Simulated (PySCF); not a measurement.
**Trend along the fifth-period p block: MBi molecules**

CCSD(T) with double-zeta basis sets in PySCF, for the lowest determinant that a PBE0 search found; no spin–orbit coupling. De refers to high-spin ground-configuration atoms.

```csv
M,basis,"reference, frozen orbitals",state (unpaired electrons),Re (Å),ωe (cm⁻¹),De (eV)
In,def2-SVP,"UHF, 8",triplet (π ↑↑),3.060,122,1.18
Sn,def2-SVP,"UHF, 8",doublet (π ↑),2.768,178,1.63
Te,def2-SVP,"UHF, 8",doublet (π ↑),2.691,197,1.84
```

The shortest bond is that of BiTe (2.691 Å), the longest that of InBi (3.060 Å). BiTe is bound most strongly (1.84 eV) and InBi least (1.18 eV).

The state changes along the series, so neighbouring rows are not always alike in their bonding.

Correlated steps freeze 8 core orbitals. Correlated levels converge slowly with the basis: in double zeta they bind strong bonds too weakly, by up to about 1 eV, and carry superposition errors of some tenths. These are scalar-relativistic numbers at best; spin–orbit coupling would shift them, the dissociation energy most. States were picked by a PBE0 search and need not be the measured ground states.
